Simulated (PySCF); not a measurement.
BH₃N, SMILES B=[NH2+], charge +1. Heavy atoms are numbered as in [BH:1]=[NH2+:2]. Hydrogens are named by the atom that carries them.

Coordinates come from a TPSSh-D3(BJ)/def2-TZVP optimisation. The isomer is the one that the SMILES or the coordinates give; other isomers of the formula were not compared.

Computed with B3LYP/pcSseg-2 (PySCF).

GIAO shieldings, no solvent; atoms alike by connectivity are averaged. δ = σ(ref) − σ: ¹¹B against BF3 (σ = 86.3 ppm); ¹⁵N against NH3 (σ = 260.3 ppm); ¹H against TMS (σ = 31.68 ppm), references at their B3LYP-D3(BJ)/def2-TZVP geometries, non-relativistic.

```
atoms     nucleus  count  δ (ppm)
--------  -------  -----  -------
B1 (BH)       ¹¹B      1      [?]
N2 (NH2)      ¹⁵N      1     92.3
H on N2        ¹H      2      [?]
H on B1        ¹H      1     5.87
```

**Question.** Complete the blanks. (Estimate from the structure and the level; the computed values follow.)

**Answer.** 
- B1 (BH), δ (ppm): 46.0
- H on N2, δ (ppm): 6.85
